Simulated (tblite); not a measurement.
C₄H₈FPS.
Cartesian coordinates in Å at the GFN2-xTB level; atoms count from 1:
```
atom  x, y, z in Å
C1     2.5720    0.2975    0.1163
S2     1.2414   -0.8886    0.4316
C3     0.3837   -0.7849   -1.1769
P4    -0.3519    0.8944   -1.5523
C5    -1.6659    0.8738   -0.5028
C6    -2.1447   -0.1454    0.4690
F7    -2.4441    1.9822   -0.5394
H8     3.1589    0.3636    1.0265
H9     2.1394    1.2665   -0.1231
H10    3.1898   -0.0606   -0.7030
H11    1.1148   -1.0232   -1.9512
H12   -0.3837   -1.5579   -1.1652
H13   -2.6211   -0.9811   -0.0470
H14   -2.8757    0.3115    1.1326
H15   -1.3171   -0.5397    1.0574
```

Computed values, GFN2-xTB/tblite, gas phase, harmonic and unscaled. This tight-binding method is rough: wavenumbers can miss measured ones by several per cent, in bad cases by 10 to 20. One conformer, not necessarily the lowest.

Harmonic wavenumbers (cm⁻¹): 48.5, 79.0, 95.2, 112.5, 157.3, 174.2, 238.1, 287.7, 374.1, 389.5, 394.5, 654.4, 699.6, 737.5, 740.0, 790.3, 946.2, 949.1, 962.9, 1001.9, 1073.5, 1157.7, 1175.2, 1308.3, 1318.6, 1390.2, 1400.2, 1441.6, 1446.2, 1450.0, 1456.9, 2962.5, 2977.2, 2987.9, 3004.3, 3013.2, 3020.9, 3041.6, 3061.8.

A = 3095, B = 1020, C = 910.8 MHz; mass 138.007 u (most abundant isotopes); point group C1, symmetry number 1.

**Question.** Zero-point energy?

**Answer.** Half the sum of the wavenumbers: 24260 cm⁻¹ = 69.36 kcal/mol.

**Question.** Give the ideal-gas entropy at 400 K and 1 bar in the rigid-rotor, harmonic-oscillator model (classical rotation).

**Answer.** Translation 42.16, rotation 29.98, vibration 37.94: S = 110.1 cal/(mol K).

**Question.** And Cp and H(400 K) − H(0)?

**Answer.** Cp = 41.89 cal/(mol K), of which vibrations give 33.94 (their classical limit is 39 R = 77.5); H(400 K) − H(0) = 10.69 kcal/mol without the zero-point energy, 7.51 from vibrations.

**Question.** Blend soft modes into free rotors: weight 1/[1 + (100 cm⁻¹/ν̃)⁴] for the oscillator and the rest for a rotor with moment μB/(μ + B), μ = h/(8π²ν), B = 10⁻⁴⁴ kg m². What vibrational entropy results?

**Answer.** 34.73 cal/(mol K) in place of 37.94, which changes −T·S at 400 K by +1.28 kcal/mol.

**Question.** How do the functions run with temperature in this model?

**Answer.** 
```
T (K)  S (cal/(mol K))  Cp (cal/(mol K))  H − H(0) (kcal/mol)  G − H(0) (kcal/mol)  ln q(vib)
  100             70.4              19.6                 1.36                -5.68       1.85
  200             86.5              27.5                 3.73               -13.58       4.64
  300             99.1              34.9                 6.85               -22.88       7.22
  500            120.1              47.9                15.19               -44.86      11.95
  800            145.5              60.3                31.58               -84.86      18.30
 1000            159.6              65.7                44.20              -115.41      22.11
```

q(vib) and H(0) count from the zero-point level.

**Question.** What must be added to the electronic energy to get the Gibbs energy at 400 K and 1 bar?

**Answer.** ZPE + [H(400 K) − H(0)] − T·S = 69.36 + 10.69 − 44.04 = 36.01 kcal/mol.

**Question.** Which modes carry the vibrational entropy at 400 K?

**Answer.** 48.5 cm⁻¹: 5.46; 79.0 cm⁻¹: 4.49; 95.2 cm⁻¹: 4.13; 112.5 cm⁻¹: 3.80; 157.3 cm⁻¹: 3.15; 174.2 cm⁻¹: 2.95 cal/(mol K); the other 33 give 13.97 together.

Hindered rotation and anharmonicity are outside this model. Other conformers, if any are populated, would add a mixing term that is left out. The structure is chiral; the term R ln 2 for an equal mix with its mirror image is left out.
